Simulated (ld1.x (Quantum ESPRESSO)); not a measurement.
## Pseudopotential generation for tantalum: TM, LDA (PZ), scalar-relativistic.

Ta (Z = 73), norm-conserving Troullier–Martins (Kleinman–Bylander form), made with ld1.x (Quantum ESPRESSO) 7.5 (LDA (PZ), scalar-relativistic). Core [Kr] 4d10 4f14, reference 5s2 5p6 5d3 6s1.5 6p0.5. Waves: 5s (bound): rc 1.45 bohr; 5p (bound): rc 1.25 bohr; 5d (bound): rc 2.05 bohr. Local part: all-electron potential smoothed inside 1.45 bohr (lloc = -2). Core correction: Bessel-smoothed model core inside 0.80 bohr.

Occupied shells without a wave of their own: 6p, 6s. They enter only through the test configuration that unscreens the potential, and ld1.x also counts them in the model core charge.

All-electron outer shells of the reference configuration (LDA (PZ), scalar-relativistic, ld1.x):

| shell | level (eV) | outermost node (bohr) | outermost maximum (bohr) |
| --- | --- | --- | --- |
| 4d | -222.79 | 0.22 | 0.46 |
| 5s | -73.98 | 0.54 | 0.98 |
| 5p | -40.34 | 0.58 | 1.13 |
| 4f | -25.72 | – | 0.44 |
| 6s | -6.14 | 1.32 | 2.71 |
| 5d | -4.46 | 0.65 | 1.58 |
| 6p | -1.88 | 1.59 | 3.80 |

Q: Does the generator finish with these settings?

A: Yes, a potential is produced.

Q: Estimate the cutoffs (Ry, on a coarse ladder) from which the occupation-weighted sum of valence levels, in a spherical-Bessel basis at the reference potential, stays within 10 and 1 mRy of its value at 400 Ry.

A: 100 Ry and 140 Ry.

Q: What does a ghost test show?

A: No extra level below or beside the all-electron valence levels (s, p, d, f tested).

Q: Tests: 5s2 5p6 5d3 6s2 6p0; 5s2 5p6 5d3 6s1 6p0; 5s2 5p6 5d3 6s0 6p0; 5s2 5p6 5d2 6s0 6p0; 5s2 5p6 5d4 6s0 6p0; 5s2 5p6 5d3 6s1.5 6p0; 5s2 5p6 5d4 6s1 6p0. Which has the largest error in its energy relative to the reference configuration, and how large is it?

A: 5s2 5p6 5d2 6s0 6p0, with -438 meV (all-electron minus pseudo) on +45.84 eV.

ld1.x takes every shell without a wave as core, so the model core holds the 6p, 6s electrons as well and exchange and correlation see them twice. This cancels in the reference configuration, but the file is broken for other ones, and its errors say nothing about a proper core correction.
